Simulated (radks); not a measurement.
The numbers below are computed, except where a source is named.
Ru34+, configuration [Ne]. Level of theory: scalar-relativistic Kohn-Sham, LB94 model potential, spin-polarised, spherical densities, finite nucleus; Fermi nuclear charge, rms radius 4.4809 fm (a radial shooting solver on a logarithmic mesh with Libxc functionals).

Normalised radial functions P(r) = r R(r), r in bohr:

r,2s,2p
0.002461,0.4846,0.0172
0.002982,0.5673,0.0243
0.003613,0.6605,0.0343
0.004378,0.7639,0.0484
0.005305,0.8763,0.0681
0.006428,0.9951,0.0956
0.007788,1.1157,0.1338
0.009437,1.2309,0.1863
0.01143,1.3302,0.2580
0.01385,1.3993,0.3544
0.01679,1.4196,0.4822
0.02034,1.3686,0.6480
0.02484,1.2133,0.8675
0.0301,0.9422,1.1265
0.03648,0.5357,1.4303
0.0442,-0.0057,1.7674
0.05355,-0.6566,2.1137
0.06489,-1.3588,2.4312
0.07862,-2.0214,2.6689
0.09526,-2.5317,2.7712
0.1154,-2.7823,2.6917
0.1399,-2.7093,2.4135
0.1695,-2.3277,1.9654
0.2053,-1.7412,1.4247
0.2488,-1.1110,0.8970
0.3015,-0.5881,0.4759
0.3653,-0.2493,0.2052
0.4426,-0.0810,0.0688

2s: eigenvalue -5078.1 eV, 1 radial node at r = 0.0441 bohr, <r> = 0.143 bohr, 90 % of the charge inside 0.220 bohr. 2p: eigenvalue -4770.5 eV, 0 radial nodes, <r> = 0.124 bohr, 90 % of the charge inside 0.201 bohr.
